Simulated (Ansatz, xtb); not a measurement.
# Relative energy of two isomers of BrFH3Si2

We compare a, `F[Si@H]([SiH2])Br`, a doublet, with b, `F[Si]([SiH3])Br`, a doublet. Both are isolated molecules in the gas phase, relaxed with PBE0-D3(BJ)/def2-SVP, each in the lowest conformer that the search found.

Energies in hartree; the thermal terms are from PBE0-D3(BJ)/def2-SVP harmonic frequencies (ideal gas, rigid rotor, one conformer each, 298.15 K, 1 atm) and include the zero-point energy:

|  | a | b |
| --- | --- | --- |
| E, CCSD(T)/def2-SVP | −3251.590666 | −3251.588721 |
| E, MP2/def2-SVP | −3251.542793 | −3251.540076 |
| E, MP2/def2-TZVPP | −3252.354467 | −3252.352100 |
| zero-point energy | 0.028679 | 0.028961 |
| H(298 K) − E | 0.036304 | 0.036648 |
| G(298 K) − E | −0.004256 | −0.004301 |

Correct the CCSD(T) difference for the basis set by the MP2 change, then work out ΔE, ΔE₀, ΔH and ΔG for a → b in kJ/mol (1 Eh = 2625.50 kJ/mol) and the equilibrium ratio [b]/[a].

1. Differences b − a: CCSD(T) +0.001945, MP2 in the small set +0.002717, MP2 in the large set +0.002367 Eh.
2. ΔE = +0.001945 + (+0.002367 − (+0.002717)) = +0.001595 Eh = +4.19 kJ/mol.
3. ΔE₀ = ΔE + ΔZPE = +0.001595 + (+0.000282) Eh = +4.93 kJ/mol.
4. ΔH = ΔE + (+0.000344) Eh = +5.09 kJ/mol.
5. ΔG = ΔE + (−0.000045) Eh = +4.07 kJ/mol, so ΔS = (ΔH − ΔG)/T = +3.4 J/(mol K).
6. kT = 0.9442 mEh, so K = [b]/[a] = exp(−ΔG/kT) = exp(−1.64) ≈ 0.19.

The two are too close for this level to say which is favoured. An error of 4 kJ/mol in ΔG would change K by a factor of 5. GFN2-xTB, HF/STO-3G gave ΔE the other sign. Mirror images and further conformers aren't counted.

As drawn, both hold the same kinds of bond in the same numbers.

Other levels gave ΔE = −8.3 (GFN2-xTB); −37.5 (HF/STO-3G, GFN2-xTB geometries); +1.6 (r2SCAN-D4/def2-SVP, GFN2-xTB geometries); −0.5 (PBE0-D3(BJ)/def2-SVP); +9.0 (HF/def2-SVP); +7.1 (MP2/def2-SVP); +5.1 (CCSD(T)/def2-SVP) kJ/mol. Open shells are spin-unrestricted. The correlated steps freeze 20 core orbitals; the filled d shell of Br is correlated, in a basis made for valence electrons. Programs: Ansatz 0.2.0, xtb 6.7.1.
